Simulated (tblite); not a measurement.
Compound: C₈H₇NO.
InChI=1S/C8H7NO/c1-6-2-3-8-7(4-6)5-9-10-8/h2-5H,1H3

All values are computed: GFN2-xTB (tblite) harmonic vibrations without scaling, gas phase. Errors from tens to a few hundred cm⁻¹ against measured bands are possible.

Harmonic wavenumbers (cm⁻¹): 74.5, 133.0, 218.3, 287.5, 333.4, 399.2, 406.6, 463.8, 556.9, 593.3, 619.0, 709.1, 759.9, 804.9, 810.4, 851.4, 873.8, 915.3, 923.6, 958.7, 980.5, 1019.2, 1034.3, 1122.4, 1137.6, 1188.3, 1210.8, 1252.2, 1289.8, 1362.5, 1405.3, 1411.8, 1474.9, 1479.0, 1495.4, 1531.7, 1578.1, 1619.2, 3007.6, 3019.9, 3049.8, 3085.6, 3090.5, 3114.4, 3180.1.

A = 3617, B = 1048, C = 816.8 MHz; mass 133.053 u (most abundant isotopes); point group Cs, symmetry number 1.

Q: Zero-point energy?

A: Half the sum of the wavenumbers: 28417 cm⁻¹ = 339.94 kJ/mol.

Q: Give the ideal-gas entropy at 350 K and 1 bar in the rigid-rotor, harmonic-oscillator model (classical rotation).

A: Translation 173.18, rotation 123.46, vibration 93.64: S = 390.3 J/(mol K).

Q: And Cp and H(350 K) − H(0)?

A: Cp = 159.40 J/(mol K), of which vibrations give 126.15 (their classical limit is 45 R = 374.2); H(350 K) − H(0) = 30.86 kJ/mol without the zero-point energy, 19.22 from vibrations.

Q: Blend soft modes into free rotors: weight 1/[1 + (100 cm⁻¹/ν̃)⁴] for the oscillator and the rest for a rotor with moment μB/(μ + B), μ = h/(8π²ν), B = 10⁻⁴⁴ kg m². What vibrational entropy results?

A: 89.88 J/(mol K) in place of 93.64, which changes −T·S at 350 K by +1.32 kJ/mol.

Q: How do the functions run with temperature in this model?

A: 
```json
{"T (K)": "100", "S (J/(mol K))": "270.3", "Cp (J/(mol K))": "57.5", "H − H(0) (kJ/mol)": "4.31", "G − H(0) (kJ/mol)": "-22.72", "ln q(vib)": "0.66"}
{"T (K)": "200", "S (J/(mol K))": "321.0", "Cp (J/(mol K))": "94.5", "H − H(0) (kJ/mol)": "11.84", "G − H(0) (kJ/mol)": "-52.36", "ln q(vib)": "2.05"}
{"T (K)": "300", "S (J/(mol K))": "367.4", "Cp (J/(mol K))": "137.8", "H − H(0) (kJ/mol)": "23.43", "G − H(0) (kJ/mol)": "-86.79", "ln q(vib)": "3.73"}
{"T (K)": "500", "S (J/(mol K))": "457.0", "Cp (J/(mol K))": "215.3", "H − H(0) (kJ/mol)": "59.16", "G − H(0) (kJ/mol)": "-169.33", "ln q(vib)": "7.63"}
{"T (K)": "800", "S (J/(mol K))": "575.2", "Cp (J/(mol K))": "285.8", "H − H(0) (kJ/mol)": "135.43", "G − H(0) (kJ/mol)": "-324.71", "ln q(vib)": "13.83"}
{"T (K)": "1000", "S (J/(mol K))": "642.2", "Cp (J/(mol K))": "314.3", "H − H(0) (kJ/mol)": "195.60", "G − H(0) (kJ/mol)": "-446.59", "ln q(vib)": "17.83"}
```

q(vib) and H(0) count from the zero-point level.

Hindered rotation and anharmonicity are outside this model.
